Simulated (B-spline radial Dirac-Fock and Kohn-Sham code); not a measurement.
Levels of muonic ⁷²Ge

Nucleus: ⁷²Ge, Fermi distribution (skin thickness 2.3 fm), rms radius 4.0576 fm (measured, Angeli and Marinova 2013).

The computed values come from a radial B-spline solver: the Dirac equation of a negative muon with reduced mass in the field of a spherical finite nucleus, with the Uehling potential to all orders; nuclear polarisation, deformation, hyperfine structure, self-energy, higher-order vacuum polarisation, relativistic recoil and electron screening are left out.

```csv
level,binding (keV),"point nucleus, no QED (keV)",vacuum polarisation (keV),⟨r⟩ (fm)
1s1/2,2500,2917,17.322,13.8
2s1/2,675.9,731.7,3.082,51.1
2p1/2,733.1,731.7,3.281,39.1
2p3/2,723.9,721.5,3.144,39.8
3s1/2,307.2,324.1,0.971,112.4
3p1/2,324.4,324.1,0.976,98.5
3p3/2,321.7,321.0,0.941,99.4
3d3/2,321.8,321.0,0.750,83.3
3d5/2,320.8,320.1,0.740,83.7
```

Q: By how much does the finite nuclear size lower the 1s binding energy?

A: By 433.5 keV, 14.86 % of the point-nucleus value (point value plus vacuum polarisation less the binding energy). The 1s orbit has ⟨r⟩ = 13.8 fm.
